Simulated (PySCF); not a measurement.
# Low-lying terms of Ba⁴⁶⁺ (barium, charge +46)

Ground state [Ne], ¹S. All numbers are calculated (PySCF 2.14, the spin-free X2C one-electron Hamiltonian (Gaussian nucleus), in an even-tempered Gaussian basis (19 s from 3.68 bohr⁻², ratio 2.5; 13 p from 4.64 bohr⁻², ratio 2.5; 7 d from 2.26 bohr⁻², ratio 2.7; 3 f from 180 bohr⁻², ratio 2.7)). Vertical excitation energies in eV without spin-orbit coupling; excited terms of each kind are numbered among those the solver found. Frozen: 1s2.

```json
{"term": "1 3P°", "leading excitation": "2p → s", "EOM-EE-CCSD": "4694.6"}
{"term": "1 1P°", "leading excitation": "2p → s", "EOM-EE-CCSD": "4703.2"}
{"term": "1 3S", "leading excitation": "2p → p", "EOM-EE-CCSD": "4848.9"}
{"term": "1 3D", "leading excitation": "2p → p", "EOM-EE-CCSD": "4863.1"}
{"term": "1 1D", "leading excitation": "2p → p", "EOM-EE-CCSD": "4870.5"}
{"term": "1 1P", "leading excitation": "2p → p", "EOM-EE-CCSD": "4871.5"}
{"term": "1 3P", "leading excitation": "2p → p", "EOM-EE-CCSD": "4871.6"}
{"term": "1 1S", "leading excitation": "2p → p", "EOM-EE-CCSD": "4931.6"}
{"term": "2 3P°", "leading excitation": "2p → d", "EOM-EE-CCSD": "5024.3"}
{"term": "1 3F°", "leading excitation": "2p → d", "EOM-EE-CCSD": "5031.4"}
{"term": "1 1F°", "leading excitation": "2p → d", "EOM-EE-CCSD": "5040.4"}
{"term": "1 1D°", "leading excitation": "2p → d", "EOM-EE-CCSD": "5042.8"}
{"term": "2 3S", "leading excitation": "2s → s", "EOM-EE-CCSD": "5290.2"}
{"term": "2 1S", "leading excitation": "2s → s", "EOM-EE-CCSD": "5310.0"}
```

The spin-orbit splitting of the hole, absent here, rivals or exceeds the spacing of these terms, so the LS terms are model states.

The solver can miss terms. The 25 highest virtual orbitals were dropped.
